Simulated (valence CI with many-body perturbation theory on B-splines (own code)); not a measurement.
The numbers below are computed, except where a source is named.
Energy levels of Ba43+

Method: configuration interaction combined with many-body perturbation theory (CI+MBPT): three valence electrons over a frozen Dirac-Fock core [Ne], a basis of 11 s, 11 p, 10 d, 8 f, 5 g, 2 h functions for each j, with the one-electron correlation potential Σ1 (screened to all orders), the two-electron term Σ2, the three-electron term Σ3, Breit, model QED; selected single and double excitations, second order for the rest, scaled by the run's own slope (own B-spline code, finite nucleus).

The last digits are not significant, and no measured levels were compared; by estimate large intervals hold to a few tenths of a per cent, small ones and those within an open d or f shell to about a per cent.

Levels 1 to 45 of 156, with energies above the lowest level, (3s^2 3p1/2) J=1/2. "Leading %" is the weight of the configuration and term that name the level; weights of strongly mixed levels are sums over their largest components and can fall short. In the jj column 3d3/2^4 stands for four electrons in 3d with j = 3/2.

```csv
No.,Configuration,Term,J,E (eV),Leading %,g,Second component,Leading jj
1,3s²3p,²P°,1/2,0.00,99,0.656,,3s^2 3p1/2 (99 %)
2,3s²3p,²P°,3/2,97.88,98,1.327,,3s^2 3p3/2 (98 %)
3,3s3p²,⁴P,1/2,107.43,64,2.274,25 % 3s3p² ²S,3s 3p1/2^2 (95 %)
4,3s3p²,⁴P,3/2,186.55,92,1.665,6 % 3s3p² ²D,3s 3p1/2 3p3/2 (98 %)
5,3s3p²,²D,5/2,198.40,52,1.371,44 % 3s3p² ⁴P,3s 3p1/2 3p3/2 (95 %)
6,3s3p²,²D,3/2,214.48,61,0.936,22 % 3s3p² ²P,3s 3p1/2 3p3/2 (83 %)
7,3s3p²,²P,1/2,222.60,71,1.193,23 % 3s3p² ⁴P,3s 3p1/2 3p3/2 (94 %)
8,3s²3d,²D,3/2,260.56,83,0.841,9 % 3s3p² ²P,3s^2 3d3/2 (83 %)
9,3s²3d,²D,5/2,272.20,72,1.280,21 % 3s3p² ⁴P,3s^2 3d5/2 (72 %)
10,3s3p²,²D,5/2,300.76,41,1.329,34 % 3s3p² ⁴P,3s 3p3/2^2 (72 %)
11,3s3p²,²S,1/2,320.99,69,1.847,17 % 3s3p² ²P,3s 3p3/2^2 (97 %)
12,3p³,²P°,3/2,323.37,35,1.234,25 % 3p³ ²D°,3p1/2^2 3p3/2 (78 %)
13,3s3p²,²P,3/2,326.02,66,1.198,26 % 3s3p² ²D,3s 3p3/2^2 (95 %)
14,3s3p3d,⁴F°,3/2,337.37,78,0.541,12 % 3s3p3d ²D°,3s 3p1/2 3d3/2 (90 %)
15,3s3p3d,⁴F°,5/2,345.64,54,1.048,18 % 3s3p3d ²D°,3s 3p1/2 3d3/2 (92 %)
16,3s3p3d,⁴D°,1/2,363.88,67,0.353,25 % 3s3p3d ²P°,3s 3p1/2 3d3/2 (95 %)
17,3s3p3d,⁴D°,3/2,365.44,45,1.324,25 % 3s3p3d ⁴P°,3s 3p1/2 3d3/2 (79 %)
18,3s3p3d,⁴P°,5/2,369.21,36,1.340,27 % 3s3p3d ⁴D°,3s 3p1/2 3d5/2 (96 %)
19,3s3p3d,⁴F°,7/2,376.12,56,1.254,23 % 3s3p3d ⁴D°,3s 3p1/2 3d5/2 (93 %)
20,3s3p3d,²F°,5/2,383.96,40,1.095,16 % 3s3p3d ²D°,3s 3p1/2 3d5/2 (88 %)
21,3s3p3d,²D°,3/2,386.04,39,1.207,22 % 3s3p3d ²P°,3s 3p1/2 3d5/2 (60 %)
22,3p³,²D°,5/2,419.82,66,1.113,24 % 3s3p3d ²F°,3p1/2 3p3/2^2 (66 %)
23,3p³,²D°,3/2,425.08,44,1.286,33 % 3p³ ⁴S°,3p1/2 3p3/2^2 (75 %)
24,3p³,²P°,1/2,431.17,84,0.666,15 % 3s3p3d ²P°,3p1/2 3p3/2^2 (84 %)
25,3s3p3d,⁴D°,3/2,446.07,41,1.351,41 % 3s3p3d ⁴P°,3s 3p3/2 3d3/2 (98 %)
26,3s3p3d,⁴D°,5/2,446.61,52,1.276,17 % 3s3p3d ⁴F°,3s 3p3/2 3d3/2 (83 %)
27,3s3p3d,⁴P°,1/2,446.95,87,2.321,12 % 3s3p3d ⁴D°,3s 3p3/2 3d3/2 (97 %)
28,3s3p3d,⁴D°,7/2,449.00,46,1.302,36 % 3s3p3d ⁴F°,3s 3p3/2 3d3/2 (73 %)
29,3s3p3d,⁴F°,9/2,453.49,100,1.327,,3s 3p3/2 3d5/2 (100 %)
30,3s3p3d,²D°,3/2,464.85,59,1.041,26 % 3s3p3d ⁴P°,3s 3p3/2 3d5/2 (50 %)
31,3s3p3d,²D°,5/2,470.45,47,1.335,37 % 3s3p3d ⁴P°,3s 3p3/2 3d5/2 (94 %)
32,3p²3d,⁴F,3/2,471.28,40,0.757,26 % 3p²3d ²D,3p1/2^2 3d3/2 (98 %)
33,3s3p3d,²D°,3/2,478.82,42,1.158,35 % 3s3p3d ²P°,3s 3p3/2 3d3/2 (41 %)
34,3s3p3d,²F°,7/2,479.86,84,1.177,14 % 3s3p3d ⁴D°,3s 3p3/2 3d5/2 (79 %)
35,3s3p3d,²F°,5/2,481.16,74,0.933,10 % 3s3p3d ²D°,3s 3p3/2 3d3/2 (90 %)
36,3s3p3d,²P°,1/2,483.24,74,0.611,18 % 3s3p3d ⁴D°,3s 3p3/2 3d3/2 (79 %)
37,3s3p3d,²F°,7/2,491.70,76,1.192,18 % 3s3p3d ⁴D°,3s 3p3/2 3d5/2 (93 %)
38,3s3p3d,²P°,1/2,499.77,84,0.678,11 % 3p³ ²P°,3s 3p3/2 3d5/2 (78 %)
39,3p²3d,²D,5/2,501.12,26,1.192,24 % 3p²3d ⁴D,3p1/2^2 3d5/2 (94 %)
40,3s3p3d,²P°,3/2,505.95,81,1.303,6 % 3s3p3d ²D°,3s 3p3/2 3d5/2 (95 %)
41,3s3p3d,²D°,5/2,507.86,64,1.120,19 % 3s3p3d ²F°,3s 3p3/2 3d5/2 (88 %)
42,3p³,²P°,3/2,540.81,45,1.223,27 % 3p³ ²D°,3p3/2^3 (82 %)
43,3p²3d,²F,5/2,551.48,54,0.928,34 % 3p²3d ⁴F,3p1/2 3p3/2 3d3/2 (90 %)
44,3p²3d,⁴F,3/2,557.12,38,0.938,30 % 3p²3d ²P,3p1/2 3p3/2 3d3/2 (96 %)
45,3p²3d,⁴D,1/2,559.13,82,0.158,16 % 3p²3d ²P,3p1/2 3p3/2 3d3/2 (99 %)
```

The ionisation energy to 3s² ¹S0 of the next ion comes out as 3364.1 eV (NIST: 3363 ± 4 eV (theoretical)). All 156 levels together are meant to be complete up to 1648.13 eV.
